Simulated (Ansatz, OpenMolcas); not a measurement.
# Worked example: vertical energy of the triplet above the singlet of BBrF2 (SMILES FB(F)Br)

BBrF2: 4 atoms, total charge 0, spin state singlet. As SMILES, `FB(F)Br`. The shape is that of a PBE0-D4/def2-TZVP optimisation.

| atom | x (Å) | y (Å) | z (Å) |
| --- | --- | --- | --- |
| F | -0.2157 | -1.3665 | -0.1099 |
| B | -0.1279 | -0.0633 | -0.0228 |
| F | -1.2124 | 0.6596 | -0.1442 |
| Br | 1.5560 | 0.7702 | 0.2769 |

Both states at this one shape; open shells run unrestricted unless said. 1 Eh = 27.2114 eV.

| level | program | singlet BBrF2 (Eh) | triplet BBrF2 (Eh) |
| --- | --- | --- | --- |
| M06-2X/aug-cc-pVDZ | OpenMolcas | -2798.822046 | -2798.555981 |
| HSE06/aug-cc-pVDZ | Ansatz | -2798.317288 | -2798.057459 |
| CCSD/aug-cc-pVDZ, 12 core orbitals frozen | Ansatz | -2796.766134 | -2796.494499 |

**Question.** Work out the vertical gap, second state less first, at each level.

**Answer.** 
1. M06-2X/aug-cc-pVDZ: -2798.555981 − (-2798.822046) = 0.266065 Eh = 7.24 eV.
2. HSE06/aug-cc-pVDZ: -2798.057459 − (-2798.317288) = 0.259829 Eh = 7.07 eV.
3. CCSD/aug-cc-pVDZ: -2796.494499 − (-2796.766134) = 0.271635 Eh = 7.39 eV.

No measured value is set beside it here; the levels span 7.07 to 7.39 eV. Spin-orbit coupling, which splits open shells on such heavy atoms by tenths of an eV, is left out. All-electron rows are non-relativistic unless named.
